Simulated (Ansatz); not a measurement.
Cost and result for the atomization energy of `[CH2]1[S][GaH]1` (6 atoms, 6 bonds).

Cartesian coordinates in Å:
```
C 0.7944 -0.0647 -0.2198
S -0.0001 -1.3768 0.8759
Ga -1.0594 0.3539 0.1228
H 1.1019 -0.4493 -1.1874
H 1.5845 0.4855 0.2821
H -2.4213 1.0514 0.1263
```

Total charge 0; spin multiplicity 1. Correlated methods include outer-core shells of Ga, which these sets cover unevenly. Scalar relativity is left out up to krypton. All single points use the PBE0-D4/def2-TZVP geometry. Program: Ansatz. All runs use 2 threads of an Arm Neoverse V2 on a shared host. Times are those of one run each, without the atoms' runs, and a repeat can differ threefold. Electronic energies, without spin–orbit coupling; frozen cores. CCSD(T)/CBS adds CCSD(T) − MP2 in def2-TZVPP to the MP2 limit, and its time is that of the two runs behind it. T1 = 0.015. With those shells the extrapolation isn't a true limit. HSE06 is the plane-wave form, built on full-range PBE exchange.

CCSD(T)/CBS is a level of theory with its own doubt, some kJ/mol a heavy atom from the limit and from the frozen cores, so smaller differences don't rank the functionals.

```tsv
level	functions	wall time
revPBE-D4/def2-TZVPP	163	1.5 s
BLYP-D4/def2-TZVPP	163	1.5 s
CCSD(T)/def2-SVP	79	1.8 s
PBE-D4/def2-TZVPP (with forces)	163	1.9 s
BHLYP-D4/def2-TZVPP	163	2.2 s
HSE06-D4/def2-TZVPP	163	2.4 s
r2SCAN-D4/def2-TZVPP (with forces)	163	4.1 s
r2SCANh-D4/def2-TZVPP	163	4.2 s
B97M-V/def2-TZVPP	163	7.5 s
ωB97M-V/def2-TZVPP (with forces)	163	8.5 s
MP2/def2-QZVPP	306	12 s
CCSD(T)/def2-TZVPP	163	28 s
CCSD(T)/CBS(def2)	–	40 s
```

Task: What atomization energy does each give, and how far from CCSD(T)/CBS? (Best estimate.)

Result: Computed: 
```
                             level  atomization (kJ/mol)  difference from CCSD(T)/CBS  per bond
              revPBE-D4/def2-TZVPP                1802.1                        -16.9      -2.8
                BLYP-D4/def2-TZVPP                1779.6                        -39.4      -6.6
                  CCSD(T)/def2-SVP                1688.5                       -130.5     -21.7
   PBE-D4/def2-TZVPP (with forces)                1851.1                         32.1       5.4
               BHLYP-D4/def2-TZVPP                1735.1                        -83.9     -14.0
               HSE06-D4/def2-TZVPP                1821.5                          2.5       0.4
r2SCAN-D4/def2-TZVPP (with forces)                1832.2                         13.2       2.2
             r2SCANh-D4/def2-TZVPP                1818.7                         -0.3       0.0
                 B97M-V/def2-TZVPP                1837.6                         18.6       3.1
  ωB97M-V/def2-TZVPP (with forces)                1813.0                         -6.0      -1.0
                    MP2/def2-QZVPP                1832.9                         13.9       2.3
                CCSD(T)/def2-TZVPP                1772.1                        -46.9      -7.8
                 CCSD(T)/CBS(def2)                1819.0                          0.0       0.0
```

The D4 term adds +20.6 kJ/mol with B3LYP and +10.4 kJ/mol with PBE0; it sums over pairs of atoms, weighted by their polarisabilities, and B3LYP, whose exchange is more repulsive, gets the larger term. From r2SCAN to r2SCAN0 (25 % exact exchange), in def2-TZVPP and without D4, the atomization energy moves by −32.8 kJ/mol: exact exchange takes away binding that semilocal exchange gives to molecules. In def2-TZVPP, CCSD(T) changes the Hartree–Fock value by +521.8 kJ/mol (the triples alone add +39.3 kJ/mol) and MP2 by +555.6 kJ/mol; breaking electron pairs costs correlation energy, which Hartree–Fock lacks.

B3LYP here is the variant with VWN-RPA as its local correlation; programs differ in this.
